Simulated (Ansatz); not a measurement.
Two isomers of CH7BClNSi: A = `BN[SiH](C)Cl`, B = `BN(C)[SiH2]Cl`.

Computed with Ansatz on PBE0-D4/def2-TZVP structures; ΔE is electronic, products minus reactants. CCSD(T)/CBS is the MP2 limit (def2-TZVPP, def2-QZVPP) plus CCSD(T) − MP2 in def2-TZVPP, frozen cores. Functionals use def2-TZVPP. B3LYP here is the variant with VWN-RPA as its local correlation; programs differ in this. Each species was taken in one conformer, which may not be the lowest.

Question: Which isomer does CCSD(T)/CBS put lower? Give the gap. (Best estimate.)

Answer: The calculation gave: A, by 20.4 kcal/mol.

Question: Give E(B) − E(A) in kcal/mol with ωB97M-V, B2PLYP, B3LYP-D4, B3LYP, r2SCAN-D4, PBE0-D4, CCSD/def2-TZVPP. (Best estimate.)

Answer: The calculation gave: ωB97M-V 21.0, B2PLYP 20.2, B3LYP-D4 19.9, B3LYP 20.1, r2SCAN-D4 21.5, PBE0-D4 20.6, CCSD/def2-TZVPP 20.0. None reverses the order clearly.

Largest T1 diagnostic: 0.011.
